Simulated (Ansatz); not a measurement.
Basis-set series for GaH₅NOSi (`[NH2][Ga][O][SiH3]`) radical. The species carries charge 0 and has multiplicity 2. All single points use the PBE0-D4/def2-TZVP geometry. It is one conformer, not always the lowest.

```xyz
9

N     2.043    1.708   -0.100
Ga    0.537    0.979   -0.860
O    -0.212   -0.310    0.143
Si   -1.425   -1.397    0.097
H     2.397    2.584   -0.454
H     2.103    1.679    0.909
H    -2.292   -1.238    1.296
H    -2.273   -1.225   -1.119
H    -0.878   -2.781    0.088
```

| functional | basis | functions | energy (Eh) | HOMO (eV) | LUMO (eV) |
| --- | --- | --- | --- | --- | --- |
| PBE0-D4 | def2-SVP | 103 | -2346.41489 | -6.21 | -2.98 |
| PBE0-D4 | def2-TZVPP | 222 | -2346.93234 | -6.30 | -3.04 |
| ωB97M-V | def2-SVP | 103 | -2346.75466 | -8.28 | -1.32 |
| ωB97M-V | def2-TZVPP | 222 | -2347.27582 | -8.37 | -1.37 |

**Question.** Give the rows for def2-QZVPP. (Best estimate.)

**Answer.** Ansatz gave: 
| functional | basis | functions | energy (Eh) | HOMO (eV) | LUMO (eV) |
| --- | --- | --- | --- | --- | --- |
| PBE0-D4 | def2-QZVPP | 423 | -2346.99475 | -6.34 | -3.10 |
| ωB97M-V | def2-QZVPP | 423 | -2347.33546 | -8.42 | -1.49 |

HOMO and LUMO are taken over both spins. Scalar relativity is left out up to krypton.
